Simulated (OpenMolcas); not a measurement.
Ta3+ (d2) in a complex was computed by CASSCF with the d shell active (OpenMolcas, ANO-RCC-VDZP on the metal). Its lowest spin-free states, and all those of the highest spin:

| 2S+1 | Degeneracy | E (cm-1) |
| --- | --- | --- |
| 3 | 1 | 0.0 |
| 1 | 1 | 3174 |
| 3 | 2 | 8769 |
| 1 | 1 | 9996 |
| 3 | 1 | 16892 |
| 1 | 2 | 17411 |
| 3 | 1 | 21372 |
| 1 | 1 | 21936 |
| 3 | 2 | 21956 |
| 1 | 1 | 23929 |
| 3 | 1 | 26647 |
| 1 | 2 | 27738 |
| 3 | 2 | 30446 |

**Question.** Is the site octahedral, tetrahedral or cube-like, axial, or of lower symmetry?

**Answer.** The states with 2S+1 = 3 have orbital degeneracies 1, 2, 1, 1, 2, 1, 2. There are pairs but no triples, so the site is axial: not cubic, but with a proper or improper axis of order three or more. The run had Ta3+ with 4 ligands (water) in tetrahedral coordination (D2d) at 1.95 Å. Ligand basis ANO-RCC-VDZP.

Without dynamic correlation the repulsion within the d shell is too large (B by tens of per cent), so at a given field states of lower spin stand too high. The least metal-like active orbital is 71 % on the metal (Löwdin) and no ligand orbital is active, so the numbers are rough. With metal d orbitals alone the field can be off either way by tens of per cent. Ligand-to-metal charge-transfer states are missing. With no ligand orbital active B as a rule stays too high, so bands that hang on it stand too high and its fall with covalency is understated. No measured value stands beside these numbers; the geometry was imposed, not optimised, and the real ion may take another.
